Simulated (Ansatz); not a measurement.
Relaxation of Cl₃FH₄NSTa (11 atoms, charge 0, multiplicity 1), to a largest force component of 0.03 eV/Å in at most 50 steps.

All numbers below come from RHF/def2-SVP (Ansatz 0.2.0).

```xyz
11
Properties=species:S:1:pos:R:3
Ta -0.248 -0.277 0.017
Cl 2.078 -1.027 -0.028
N 0.156 0.379 1.814
H 1.051 0.283 2.256
H -0.432 1.016 2.319
F 0.014 0.251 -1.767
Cl -2.186 1.030 0.081
Cl -1.240 -2.340 0.141
S 1.991 2.600 -0.620
H 1.615 2.535 -1.895
H 2.666 1.409 -0.644
```

**Question.** Where does it end, and by what steps?

**Answer.** The run converged. After 10 steps the energy has fallen by 0.156 eV; H11 moved furthest, 0.83 Å.

```
step  energy less start (eV)  largest force component (eV/Å)  accepted
   0                  0.0000                           1.032       yes
   1                 -0.0928                           0.389       yes
   2                 -0.1196                           0.402       yes
   3                 -0.1324                           0.239       yes
   4                 -0.1436                           0.228       yes
   5                 -0.1481                           0.132       yes
   6                 -0.1521                           0.204       yes
   7                 -0.1552                           0.093       yes
   8                 -0.1556                           0.051       yes
   9                 -0.1558                           0.031       yes
  10                 -0.1562                           0.014       yes
```

```xyz
11
Properties=species:S:1:pos:R:3
Ta -0.328 -0.460 0.073
Cl 1.808 -1.465 0.097
N 0.120 0.346 1.782
H 1.003 0.218 2.245
H -0.447 1.039 2.237
F 0.079 0.252 -1.611
Cl -2.288 0.847 0.085
Cl -1.464 -2.469 0.236
S 2.255 2.936 -0.726
H 1.551 2.621 -1.814
H 3.176 1.992 -0.933
```

Whether the end is a true minimum wasn't checked by a vibrational analysis.

The run took 36 s on 4 threads of Arm Neoverse V1 (shared host), peak memory 0.5 GiB.
